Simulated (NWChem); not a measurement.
Species: silicon monosulfide (SiS, singlet); SMILES [Si]=S

Results from NWChem. Pople sets run with spherical d functions. Low-valent species are run as closed-shell singlets; no triplet was tried in these runs. Each level has its own optimisation; frequencies are unscaled.

```json
[
 {"level": "Hartree-Fock/STO-3G", "r S–Si (Å)": "1.862", "highest harmonic frequency (cm⁻¹)": "978", "zero-point energy (kcal/mol)": "1.4", "dipole (D)": "1.76"},
 {"level": "Hartree-Fock/3-21G", "r S–Si (Å)": "1.995", "highest harmonic frequency (cm⁻¹)": "721", "zero-point energy (kcal/mol)": "1.0", "dipole (D)": "3.26"},
 {"level": "Hartree-Fock/6-31G*", "r S–Si (Å)": "1.917", "highest harmonic frequency (cm⁻¹)": "816", "zero-point energy (kcal/mol)": "1.2", "dipole (D)": "2.44"},
 {"level": "B3LYP/6-31G*", "r S–Si (Å)": "1.951", "highest harmonic frequency (cm⁻¹)": "737", "zero-point energy (kcal/mol)": "1.1", "dipole (D)": "1.84"},
 {"level": "LDA (Slater exchange, VWN5)/def2-SVP", "r S–Si (Å)": "1.948", "highest harmonic frequency (cm⁻¹)": "742", "zero-point energy (kcal/mol)": "1.1", "dipole (D)": "1.27"},
 {"level": "PBE/def2-SVP", "r S–Si (Å)": "1.962", "highest harmonic frequency (cm⁻¹)": "727", "zero-point energy (kcal/mol)": "1.0", "dipole (D)": "1.36"},
 {"level": "BLYP/def2-SVP", "r S–Si (Å)": "1.969", "highest harmonic frequency (cm⁻¹)": "712", "zero-point energy (kcal/mol)": "1.0", "dipole (D)": "1.35"},
 {"level": "PBE0/def2-SVP", "r S–Si (Å)": "1.940", "highest harmonic frequency (cm⁻¹)": "769", "zero-point energy (kcal/mol)": "1.1", "dipole (D)": "1.56"}
]
```
